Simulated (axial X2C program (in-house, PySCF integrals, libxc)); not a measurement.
**Nuclear properties of ClRuCl⁻**

Computed with an in-house all-electron X2C program for linear molecules (integrals from PySCF): two-component X2C with atomic mean-field Coulomb and Gaunt terms, Gaussian nuclei, basis Cl dyall-av3z, Ru dyall-v3z with contracted cores.

Cl–Ru–Cl held linear, with bonds 2.300 and 2.300 Å (near the PBE0 minimum at charge -1 of the determinant lowest at the starting distance; the state shown can have its own minimum elsewhere, held linear; other orders of the atoms were not compared).

Determinant lowest in the PBE0 search, Ω = 7/2 (⟨Sz⟩ = 1.49, ⟨Lz⟩ = 2.01 at PBE0), spin on the atoms Cl 0.02, Ru 1.45, Cl 0.02:

```csv
level,A∥/gI Cl (MHz),qzz Cl (a.u.),A∥/gI Ru (MHz),qzz Ru (a.u.)
PBE0,-6.45,0.78,162,-1.93
HF,-4.67,0.66,-12.4,-3.08
r2SCAN,-4,0.73,156,-1.92
```

A∥ (defined per Ω) follows by multiplying with gI = μI/(I μN); qzz is the electric field gradient, eQq0 = 234.96 MHz × Q/barn × qzz. The operators were transformed with the bare-nucleus X2C matrices; with these basis sets, hyperfine constants and field gradients can be off by tens of per cent, and where levels differ in sign neither size nor sign is settled.

Q: With gI(35Cl) = 0.5479, Q(35Cl) = -0.08112 barn, Q(101Ru) = 0.457 barn (g factors from the IAEA table of nuclear moments by Stone; Q from Pyykkö, Mol. Phys. 2018), turn the PBE0 values of the first state into constants in MHz.

A: A∥(35Cl) = -6.45 × 0.5479 = -3.53 MHz; eQq0(35Cl) = 234.96 × (-0.08112) × (0.78) = -14.9 MHz; eQq0(101Ru) = 234.96 × (0.457) × (-1.93) = -207 MHz.

The molecule was held linear; bending was not examined, so a bent shape may lie lower.

Each state is one determinant with collinear spin, which with several unpaired electrons need not be a pure state. Unrestricted Hartree–Fock can overshoot spin polarisation at the nuclei. For an anion, determinants above electron detachment, or with a positive highest level, are held by the basis set. With several open shells hyperfine constants can be off by a factor of several. The search compared states at one distance, so a state with another bond length can lie lower. Further determinants of the search, some of them spin-mixed, are not shown. Where a field gradient or hyperfine factor spreads by more than a factor of two over the levels, a constant derived from it is not to be relied on.
